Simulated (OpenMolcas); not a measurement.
Sm3+: moving or changing the point charges

Sm3+ among 12 point charges of -2 e arranged as a cuboctahedron (Oh), 2.3 Å from the ion.
```
   1.6263    1.6263    0.0000  -2.00
   1.6263   -1.6263    0.0000  -2.00
  -1.6263    1.6263    0.0000  -2.00
  -1.6263   -1.6263    0.0000  -2.00
   0.0000    1.6263    1.6263  -2.00
   0.0000    1.6263   -1.6263  -2.00
   0.0000   -1.6263    1.6263  -2.00
   0.0000   -1.6263   -1.6263  -2.00
   1.6263    0.0000    1.6263  -2.00
  -1.6263    0.0000    1.6263  -2.00
   1.6263    0.0000   -1.6263  -2.00
  -1.6263    0.0000   -1.6263  -2.00
```

```json
{
 "Program": "OpenMolcas",
 "Method": "CASSCF",
 "Basis": "ANO-RCC-VDZP [7s6p4d2f1g]",
 "Scalar Hamiltonian": "DKH2, point nucleus",
 "Active space": "5 electrons in 7 orbitals (4f)",
 "State averaging": "2S+1 = 6 odd, 21 roots; 2S+1 = 4 odd, 128 roots kept (CI in the orbitals of an earlier block, 108 in the spin-orbit step); 2S+1 = 2 odd, 130 roots kept (CI in the orbitals of an earlier block, 40 in the spin-orbit step)",
 "Spin-orbit coupling": "state interaction with AMFI integrals over the reference wave functions"
}
```

Runs around this geometry, states (labels of O, the rotations of Oh). Energies in cm-1 above the lowest state or level, χT in cm3 K/mol; under a threefold ground state the first gap can be a small split of the lowest multiplet, not the spin-orbit step.

```json
{"R (Å)": "2.3", "Ground state": "6T1", "First state of that spin": "324.5", "First gap with spin-orbit (degeneracies)": "114.0 (4, 2)", "Width of lowest J": "114", "χT at 300 K": "0.307"}
{"R (Å)": "2.45", "Ground state": "6T1", "First state of that spin": "6T2 214.0", "First gap with spin-orbit (degeneracies)": "79.3 (4, 2)", "Width of lowest J": "79", "χT at 300 K": "0.306"}
{"R (Å)": "2.71", "Ground state": "6T1", "First state of that spin": "6T2 112.0", "First gap with spin-orbit (degeneracies)": "46.3 (4, 2)", "Width of lowest J": "46", "χT at 300 K": "0.306"}
```

Taking the width of the lowest J multiplet as R^-n, n = -ln(46 / 114) / ln(2.71 / 2.3) = 5.5 between the shortest and longest distance.

High states are left out of the spin-orbit mixing, which shifts the levels that they would mix with. Point charges carry no covalency, so the field is a model and not that of real ligands. A group larger than the point group allows holds several states that coincide in this model. No measured value stands beside these numbers.
